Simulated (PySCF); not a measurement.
# O: excitation energy

O [He] 2s2 2p4 (3P) → O [He] 2s1 2p5 (3P), as a difference of total energies. Calculation: PySCF 2.14, in dyall-acv3z (15s9p4d2f, 76 functions); scalar relativity by spin-free X2C-1e. Correlated levels: valence: 1s2 frozen; valence and next inner shell: nothing frozen; virtual orbitals above 40 to 60 times the deepest correlated orbital energy dropped. The calculations carry no spin-orbit coupling.

```
                                method  excitation energy (eV)
                                   UHF                  16.896
                                   LDA                  14.331
                                   PBE                  14.531
                                  PBE0                  15.179
                                r2SCAN                  15.174
                                M06-2X                  15.275
                               r2SCANh                  15.331
                             BHandHLYP                  15.753
                                  BLYP                  14.459
                         MP2 (valence)                  16.066
                     SCS-MP2 (valence)                  16.004
    MP2 (valence and next inner shell)                  16.033
SCS-MP2 (valence and next inner shell)                  15.992
```

How much does correlation contribute at MP2 (valence and next inner shell)?

16.033 − (16.896) = -0.863 eV, measured against UHF.

The upper state lies above the first ionisation limit, where it may autoionise and the basis confines it.
